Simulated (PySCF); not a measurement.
Working out the ionisation energy of N⁺

N⁺ [He] 2s2 2p2 (3P) → N²⁺ [He] 2s2 2p1 (2P). Calculation: PySCF 2.14, in aug-cc-pwCVDZ; the non-relativistic Hamiltonian (point nucleus). Frozen: nothing. Energies in hartree (1 hartree = 27.21139 eV):

| part | N⁺ (lower) | N²⁺ (upper) |
| --- | --- | --- |
| UHF | -53.881662 | -52.809711 |
| MP2 opposite-spin | -0.074372 | -0.071883 |
| MP2 same-spin | -0.012622 | -0.005189 |

Task: What does Hartree-Fock give?

Result: (-52.809711) − (-53.881662) = 1.071951 hartree = 29.169 eV.

Task: What do MP2 and SCS-MP2 (6/5 opposite-spin, 1/3 same-spin) give?

Result: The opposite-spin parts differ by 0.068 eV and the same-spin parts by 0.202 eV. MP2: 29.169 + (0.068) + (0.202) = 29.439 eV. SCS-MP2: 29.169 + 1.2 × (0.068) + (0.202)/3 = 29.318 eV.

A first-order spin-orbit estimate adds -0.002 eV to MP2 (valence and next inner shell), giving 29.437 eV against 29.601 eV (semi-empirical (NIST evaluation); NIST Atomic Spectra Database, ionization energies).

A double-zeta basis recovers only part of the correlation energy.

What remains against the reference includes basis incompleteness and correlation beyond second order.
